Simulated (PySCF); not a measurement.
A structure optimised at PBE-D3(BJ)/def2-SVP, used in a PySCF frequency run:

```
Al
O 1 1.7169
C 2 1.4005 1 136.72
H 3 1.1140 2 110.66 1 120.79
H 3 1.1140 4 106.99 2 -120.63
H 3 1.1165 4 107.42 5 -115.09
H 1 1.6006 2 120.10 3 0.00
C 1 1.9439 7 121.66 2 180.00
C 8 1.3532 1 119.82 7 0.00
H 9 1.1063 8 122.98 1 180.00
H 9 1.1066 10 115.07 8 180.00
H 8 1.1067 9 117.25 10 0.00
```
Charge 0, spin multiplicity 1.

Question: Write its SMILES, formula and point group.

Answer: C=[CH][AlH][O]C, C3H7AlO, Cs

Question: What are its rotational constants (standard atomic weights)?

Answer: 20.992, 1.5685, 1.4732 GHz
